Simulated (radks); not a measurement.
Numerical settings for the oxygen ion O5+, [He] 2s1. All-electron calculation, non-relativistic Kohn-Sham, PBE, spin-polarised, spherical densities, point nucleus; open shells are filled with parallel spins first. Program: a radial shooting solver on a logarithmic mesh with Libxc functionals. The defaults (mesh step 0.008 in ln r, mesh end at 40 bohr or more with all orbitals vanishing there, Anderson mixing 0.5 over 9 steps, residual threshold near 1e-9 with the energy settled to 1e-9 hartree or 1e-11 of itself, here a cap of 54 iterations) give E = -64.1626 hartree and 2s at -128.21 eV in 13 iterations. Run on one thread of a shared host, so times are rough (Arm Neoverse V1): 0.05 s of CPU time, 0.05 s wall, 13 iterations on 2476 mesh points. Changes against that run (0 stands for a change within the tolerance of the run):

[
 {"setting": "mesh step in ln r 0.02", "iterations": "13", "converged": "yes", "E (mhartree)": "0", "e(2s) (meV)": "0", "CPU (s)": "0.02"},
 {"setting": "mesh step in ln r 0.012", "iterations": "13", "converged": "yes", "E (mhartree)": "0", "e(2s) (meV)": "0", "CPU (s)": "0.04"},
 {"setting": "mesh step in ln r 0.2", "iterations": "54", "converged": "no", "E (mhartree)": "-2.53e+05", "e(2s) (meV)": "-", "CPU (s)": "0.06"},
 {"setting": "mesh end (bohr) 1", "iterations": "13", "converged": "yes", "E (mhartree)": "+3.72e+03", "e(2s) (meV)": "+1.07e+05", "CPU (s)": "0.04"},
 {"setting": "mesh end (bohr) 12", "iterations": "13", "converged": "yes", "E (mhartree)": "0", "e(2s) (meV)": "0", "CPU (s)": "0.05"},
 {"setting": "residual threshold 0.001", "iterations": "8", "converged": "yes", "E (mhartree)": "0", "e(2s) (meV)": "-0.0233", "CPU (s)": "0.03"},
 {"setting": "residual threshold 1e-13", "iterations": "54", "converged": "no", "E (mhartree)": "0", "e(2s) (meV)": "0", "CPU (s)": "0.15"},
 {"setting": "mixing 1.5", "iterations": "12", "converged": "yes", "E (mhartree)": "0", "e(2s) (meV)": "0", "CPU (s)": "0.05"},
 {"setting": "linear mixing, mixing 0.5", "iterations": "32", "converged": "yes", "E (mhartree)": "0", "e(2s) (meV)": "0", "CPU (s)": "0.1"},
 {"setting": "linear mixing, mixing 0.2", "iterations": "54", "converged": "no", "E (mhartree)": "0", "e(2s) (meV)": "-0.124", "CPU (s)": "0.16"},
 {"setting": "mixing history 3", "iterations": "14", "converged": "yes", "E (mhartree)": "0", "e(2s) (meV)": "0", "CPU (s)": "0.05"},
 {"setting": "iteration cap 8", "iterations": "8", "converged": "no", "E (mhartree)": "0", "e(2s) (meV)": "0", "CPU (s)": "0.03"}
]

Settings that end as converged yet miss the energy by more than 1 mhartree: mesh end (bohr) 1 (+3.72 hartree). A mesh that ends early acts as a hard wall.
